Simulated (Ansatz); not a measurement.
Born–Oppenheimer molecular dynamics of CH₆AlFSi₂ (11 atoms, charge 0, multiplicity 1). It starts from a relaxed structure.

These are results of RKS B3LYP-D4/STO-3G in Ansatz, not measurements.

```yaml
ensemble: NVT, Nosé–Hoover chain
time_step: 1 fs
steps_asked: 250
set_temperature: 300 K
thermostat: time constant 1 fs, chain length 1
seed: 832516
```

First frame:

```xyz
11
Properties=species:S:1:pos:R:3
F -1.337 1.138 -1.609
Si -0.475 0.081 -0.647
Si 1.755 0.474 -0.843
C -1.084 0.117 1.190
Al -1.399 -1.609 0.448
H 2.131 1.825 -0.488
H 2.252 0.237 -2.181
H 2.490 -0.410 0.033
H -0.335 0.297 1.970
H -1.953 0.757 1.391
H -1.979 -2.963 0.755
```

How far do the bonds stretch over the last three quarters of this one trajectory? (Pairs bonded in most of those frames.)


```
   bond  mean (Å)  spread (Å)  shortest  longest
 F1–Si2     1.671       0.020      1.63     1.71
Si2–Si3     2.278       0.055      2.18     2.41
 Si2–C4     1.945       0.040      1.85     2.02
Si2–Al5     2.218       0.040      2.12     2.29
 Si3–H6     1.449       0.021      1.42     1.49
 Si3–H7     1.450       0.020      1.42     1.48
 Si3–H8     1.450       0.022      1.41     1.49
 C4–Al5     1.904       0.031      1.84     1.96
  C4–H9     1.100       0.016      1.07     1.13
 C4–H10     1.100       0.017      1.06     1.14
Al5–H11     1.509       0.017      1.48     1.54
```

Mean temperature of the second half: 300 K. The conserved energy stayed within 0.52 meV per atom of its start (net change 0.12 meV per atom), so the integration is sound. A run of 0.25 ps of so small a system gives no equilibrium averages. Limits of this set-up: minimal basis.

Time of the run: 26 min on 1 thread of Intel(R) Xeon(R) Processor @ 2.50GHz (Skylake/Cascade Lake), on a shared host, peak memory 0.11 GiB.
